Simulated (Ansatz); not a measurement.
`FC[SiH2][SeH]` → `C[SiH](F)[SeH]`  (isomerisation)

Calculated with Ansatz (gas phase, PBE0-D4/def2-TZVP geometries, no zero-point term in ΔE). CCSD(T)/CBS adds triple-zeta CCSD(T) − MP2 to the extrapolated MP2 energy (def2 sets, frozen cores). Functionals use def2-TZVPP. For Se outer-core shells are correlated without core-valence functions, which leaves a few kJ/mol of doubt a bond. Scalar relativity is left out up to krypton. Each species was taken in one conformer, which may not be the lowest.

**Question.** Is it downhill or uphill in electronic energy at CCSD(T)/CBS, and by how much? (Estimate.)

**Answer.** The calculation gave: Downhill: ΔE = -265.4 kJ/mol.

**Question.** What do these levels give: revPBE-D4, BLYP, RPA@PBE/def2-TZVPP, CCSD/def2-TZVPP, MP2/def2-QZVPP, HF/CBS(def2)? (An estimate is asked.)

**Answer.** The calculation gave: revPBE-D4 -244.0, BLYP -246.8, RPA@PBE/def2-TZVPP -248.7, CCSD/def2-TZVPP -261.6, MP2/def2-QZVPP -276.7, HF/CBS(def2) -261.8 kJ/mol.

Largest T1 diagnostic among the species: 0.010.

From BLYP to BHLYP (50 % exact exchange), in def2-TZVPP and without D4, ΔE moves by −13.9 kJ/mol. Leaving LDA and LC-ωPBE aside and taking each functional with its dispersion term where it has one, the values, not all of them listed here, spread over 20.8 kJ/mol, from B97M-V to revPBE-D4. LDA lies −5.2 kJ/mol from PBE without D4.
